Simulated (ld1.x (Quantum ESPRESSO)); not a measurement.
# Se (Z = 34): one change to a TM potential, before and after

selenium (Se), norm-conserving Troullier–Martins (Kleinman–Bylander form), made with ld1.x (Quantum ESPRESSO) 7.5 (PBEsol, scalar-relativistic). Core [Ar], reference 3d10 4s1.5 4p4.5. Waves: 4s (bound): rc 1.50 bohr; 4p (bound): rc 1.40 bohr; 3d (bound): rc 0.85 bohr. Local part: the d channel. Core correction: a·sin(br)/r model core inside 0.45 bohr.

Change: wave 3d (bound): rc 0.85 bohr becomes 3d (bound): rc 1.06 bohr.

Cutoffs: the cutoffs (Ry, on a coarse ladder) from which the occupation-weighted sum of valence levels, in a spherical-Bessel basis at the reference potential, stays within 10 and 1 mRy of its value at 400 Ry; they do not see the model core or the augmentation charge, which bear on the density cutoff. Errors are all-electron minus pseudo energies relative to the spin-unpolarised reference configuration.

Task: What does the change do?

Result: Both files keep a bound ghost (p, s); the number of tests that count goes from 6 to 7; of the 6 tests that both files solve, the error grows in 0 and shrinks in 2 by more than 15 % and 0.3 meV (median size 0.9 → 0.9 meV); the range in which the s phases agree widens (upper end 1.8 → 3.0).

```tsv
quantity	base	changed
cutoff, loose	over 300 Ry	260 Ry
cutoff, tight	over 300 Ry	over 300 Ry
loose cutoff by channel (10 mRy a level)	s 30 Ry, p 45 Ry, d 300 Ry	s 30 Ry, p 45 Ry, d 230 Ry
bound ghosts	s, p	s, p
tests counted (converged, no solver errors)	6 of 7	7 of 7
error for 3d10 4s2 4p4, meV [ΔE -5.42 eV]	+0.6	+0.5
error for 3d10 4s2 4p3, meV [ΔE 5.43 eV]	-0.3	-0.6
error for 3d10 4s2 4p2, meV [ΔE 25.80 eV]	+5.4	+2.8
error for 3d10 4s2 4p1, meV [ΔE 56.70 eV]	+21	+13
error for 3d10 4s1 4p5, meV [ΔE 5.47 eV]	-0.4	-0.5
error for 3d10 4s2 4p4.3, meV [ΔE -7.01 eV]	+1.3	+1.1
s: phases at 1.66 bohr within 0.05 rad from the reference energy up to (Ry; the scan ends near 5)	1.8	3.0
p: phases at 1.66 bohr within 0.05 rad from the reference energy up to (Ry; the scan ends near 5)	to the end of the scan	to the end of the scan
d: phases at 1.66 bohr within 0.05 rad from the reference energy up to (Ry; the scan ends near 5)	1.8	0.9
```

Base: Tests not counted: 3d9 4s2 4p4 (solver errors, printed error -3446 eV). A true bound ghost makes a file unfit for plane-wave use even where its test errors are small: the radial tests pick states by their node count and pass the ghost by. Where a test does run into it, the solver fails or the error is huge.
